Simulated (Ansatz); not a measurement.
Consider the redistribution: `O[Si](O)(F)[SeH]` + `FC[SiH](F)F` → `O[Si](O)(F)CF` + `F[SiH](F)[SeH]`.

Program: Ansatz. Geometries: PBE0-D4/def2-TZVP. ΔE: electronic, gas phase. CBS: MP2 limit from def2 TZ/QZ plus the TZ coupled-cluster correction, frozen cores. DFT in def2-TZVPP. For Se outer-core shells are correlated without core-valence functions, which leaves a few kJ/mol of doubt a bond. Scalar relativity is left out up to krypton. One conformer a species, not always the lowest.

```json
{"level": "PBE-D4", "ΔE (eV)": "-0.07"}
{"level": "PBE0-D4", "ΔE (eV)": "-0.07"}
{"level": "HF/def2-TZVPP", "ΔE (eV)": "-0.09"}
{"level": "MP2/def2-TZVPP", "ΔE (eV)": "-0.07"}
{"level": "SCS-MP2/def2-TZVPP", "ΔE (eV)": "-0.07"}
{"level": "HF/def2-QZVPP", "ΔE (eV)": "-0.09"}
{"level": "MP2/def2-QZVPP", "ΔE (eV)": "-0.07"}
{"level": "CCSD/CBS(def2)", "ΔE (eV)": "-0.08"}
```

(1) What does CCSD(T)/CBS give? (Estimate.)

Largest T1 diagnostic among the species: 0.012.

Results:

(1) The calculation gave: -0.08 eV. The listed levels differ from it by 0.01, 0.01, -0.01, 0.01, 0.01, -0.01, 0.01, 0.00 eV.
